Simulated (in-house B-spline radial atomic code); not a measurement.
Values are calculated unless marked as measured or tabulated.
**Ge in an electron gas of r_s = 2: phase shifts, screening, friction and resistivity**

A nucleus sits in a uniform electron gas with a rigid positive background. The Kohn-Sham equations are solved self-consistently in the spin-unpolarised LDA (PW92), non-relativistic, on B-splines with outgoing waves at the boundary and partial waves to l = 8. The model has no lattice, no bands and no magnetic solution. Atomic units; δ_l are the phase shifts at the Fermi level, counted so that each bound state adds π, and good to about 0.0005.

The density parameter is r_s = 2 bohr, near that of the valence electrons of Si (4 per atom, density 2.33 g/cm³, mass 28.09 u, which gives r_s = 2.01).

```
l  δ_l (rad)
0    10.1286
1     7.4342
2     3.4397
3     0.0697
4     0.0128
5     0.0026
6     0.0006
7     0.0002
8     0.0001
```

Bound levels below the band bottom (hartree): p -43.22, s -5.5, p -3.733, d -0.6604, s -0.09222 and deeper ones.

(1) Check the Friedel sum rule, and say where the screening charge sits.

(2) Find the transport cross section and the electronic stopping of a 5 keV Ge ion (mass 72.63 u).

(3) What residual resistivity would 1 atomic per cent of such centres give in a metal of this density?

(4) On a substitutional site the background of one host ion, a sphere holding 4 charges, is taken out. The phase shifts for l = 0 to 4 become 9.7464, 6.6392, 2.9911, -0.0606, -0.0174. What follows?

Answers

(1) k_F = (9π/4)^(1/3)/r_s = 0.95958. The rule is Z = (2/π) Σ (2l + 1) δ_l. The terms are s 6.448, p 14.198, d 10.949, f 0.311 and 0.100 beyond, in all 32.005 against Z = 32. Bound states hold 8 s, 12 p, 10 d electrons, so the scattering states carry 2.01 in all; where a term is smaller than its bound count, the bound level has drawn weight out of the band.

(2) σ_tr = (4π/k_F²) Σ (l + 1) sin²(δ_l − δ_(l+1)). The terms for l = 0 to 3 are 0.1870, 1.1346, 0.1538, 0.0129, all together 1.4889, so σ_tr = 13.647 × 1.4889 = 20.320 bohr². With n = 3/(4π r_s³) = 0.02984, the friction coefficient is Q = n k_F σ_tr = 0.5819. For v well below v_F = 0.960, dE/dx = Q v; with 24801 eV per u at v = 1, v = √(5000/(24801 × 72.63)) = 0.0527, so dE/dx = 0.03066 hartree/bohr = 15.8 eV/nm. The largest term couples the p and d waves.

(3) Δρ = k_F n_i σ_tr/n in atomic units of 21.74 μΩ·cm. With one host atom per 4 electrons, n_i/n = 0.01/4, so Δρ = 0.9596 × 0.00250 × 20.320 × 21.74 = 1.06 μΩ·cm. This is an atom added to the gas, as on an interstitial site.

(4) The Friedel sum is now 28.00, for Z − 4 = 28. The sum in σ_tr is 0.5045, so σ_tr = 6.88 bohr² and Δρ = 0.36 μΩ·cm per atomic per cent, 0.34 times the value above. A real host ion scatters too, so this model doesn't give zero even for the host's own atom.
